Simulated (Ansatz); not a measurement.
Consider the formal exchange of groups at the Se–C bond: `CC([SeH])[TeH]` + `[Cl][AlH][Cl]` → `[Cl][Al]([Cl])[SeH]` + `CC[TeH]`.

Calculated with Ansatz (gas phase, PBE0-D4/def2-TZVP geometries, no zero-point term in ΔE). CCSD(T)/CBS adds triple-zeta CCSD(T) − MP2 to the extrapolated MP2 energy (def2 sets, frozen cores). This one scheme is used for every species. Functionals use def2-TZVPP. def2 core potentials past Kr. For Se, Te outer-core shells are correlated without core-valence functions, which leaves a few kJ/mol of doubt a bond. Scalar relativity is left out up to krypton. Each species was taken in one conformer, which may not be the lowest.

CCSD(T)/CBS gives -160.5 kJ/mol.

(1) Another level gave -155.6 kJ/mol. Which?
A. r2SCAN-D4/def2-TZVPP
B. revPBE-D4/def2-TZVPP
C. r2SCAN0/def2-TZVPP
D. B2PLYP/def2-TZVPP

Largest T1 diagnostic among the species: 0.010.

Answers

(1) B. revPBE-D4 -155.6, r2SCAN-D4 -168.4, B2PLYP -163.1, r2SCAN0 -172.6 kJ/mol.

In def2-TZVPP, CCSD(T) changes the Hartree–Fock value by +19.6 kJ/mol (the triples alone add +3.4 kJ/mol) and MP2 by +22.0 kJ/mol. From PBE to PBE0 (25 % exact exchange), in def2-TZVPP and without D4, ΔE moves by −6.0 kJ/mol.
